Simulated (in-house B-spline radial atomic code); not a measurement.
Configurations of S6+, with energies counted from [He] 2s2 2p6. Level of theory: non-relativistic B3LYP, spin-polarised, spherical fractional occupations, exact exchange averaged over the configuration, point nucleus; calculated with an all-electron radial atomic-structure program (B-spline basis). Shells without spins written out take the highest spin.

```
   configuration  E - E(ref) (eV)  highest orbital  its <r> (bohr)
[He] 2s1 2p6 3s1           223.72            3s up           1.311
[He] 2s1 2p6 3p1           237.22            3p up           1.354
[He] 2s1 2p6 3d1           255.46            3d up           1.357
```

Question: Order these further configurations by energy, lowest first.
A. [He] 2s2 2p5 3s1
B. [He] 2s2 2p5 3p1
C. [He] 2s2 2p5 3d1

Answer: A (169.99 eV), B (183.38 eV), C (201.93 eV).
